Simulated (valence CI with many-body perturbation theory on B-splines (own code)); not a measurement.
# Questions on Cd XVII

Level of theory: valence CI with perturbative core correlation (CI+MBPT): four valence electrons over a frozen Dirac-Fock core [Ar] 3d10, a basis of 11 s, 11 p, 9 d, 7 f, 5 g, 2 h, 1 i functions for each j, with the one-electron correlation potential Σ1 (screened to all orders), the two-electron term Σ2, the three-electron term Σ3, Breit, model QED; selected single and double excitations, second order for the rest (own B-spline code, finite nucleus).

No measured levels were compared; by estimate levels hold to about 250 cm⁻¹ or 0.2 % of their energy and the worst to 1 %, as in measured heavy ions of charge 2 to 7; those with d or f electrons hold less well.

Levels are named by their leading jj configuration (3d3/2^4 stands for four electrons in 3d with j = 3/2), which in mixed levels can hold well under half, so a name can repeat and another be missing.

Rates and lifetimes use the calculated energies. Strong lines usually hold to 10 to 20 %, long lifetimes can be off by a factor of two.

Problem. What is the ground level?

Solution. (4s^2 4p1/2^2) J=0, composition 82 % 4s2 4p2 3P + 17 % 4s2 4p2 1S.

Problem. Where does the other parity begin?

Solution. At (4s 4p1/2^2 4p3/2) J=2, 334780 cm⁻¹.

Problem. What are the static dipole polarisabilities of the lowest levels?

Solution. (4s^2 4p1/2^2) J=0 0.401; (4s^2 4p1/2 4p3/2) J=1 0.417 (tensor 0.016); (4s^2 4p1/2 4p3/2) J=2 0.416 (tensor 0.013); (4s^2 4p3/2^2) J=2 0.429 (tensor 0.020) bohr³, of which the core gives 0.0237.

Problem. What is the ionisation energy?

Solution. 421.63 eV; NIST lists 421 ± 3 eV (theoretical).

Problem. Among levels below 1077700 cm⁻¹, which E1 lines absorb most strongly from the ground level?

Solution. to (4s^2 4p1/2 4d3/2) J=1 at 15.49 nm, f = 1.82; to (4s 4p1/2^2 4p3/2) J=1 at 25.23 nm, f = 0.314; to (4s 4p1/2 4p3/2^2) J=1 at 19.32 nm, f = 0.209.

Problem. How well does LS coupling describe the low levels?

Solution. Among the lowest 20 levels the leading LS term, summed over configurations, holds 73 % on average. For single configurations the figures are 70 % in LS and 81 % in jj coupling. Terms mix most in the J = 2 level at 472770 cm⁻¹, where the leading one holds 38 %.

Problem. Name the longest-lived excited levels whose lifetime is computed, and their main decay.

Solution. (4s^2 4p1/2 4p3/2) J=2 at 65538 cm⁻¹ lives 31.1 ms, mostly by M1 to (4s^2 4p1/2 4p3/2) J=1; (4s^2 4p1/2 4p3/2) J=1 at 50631 cm⁻¹ lives 515 μs, mostly by M1 to (4s^2 4p1/2^2) J=0; (4s^2 4p3/2^2) J=2 at 128450 cm⁻¹ lives 181 μs, mostly by M1 to (4s^2 4p1/2 4p3/2) J=1. The lifetime of (4s^2 4p3/2 4d5/2) J=4 is too uncertain to give, and may be longer.
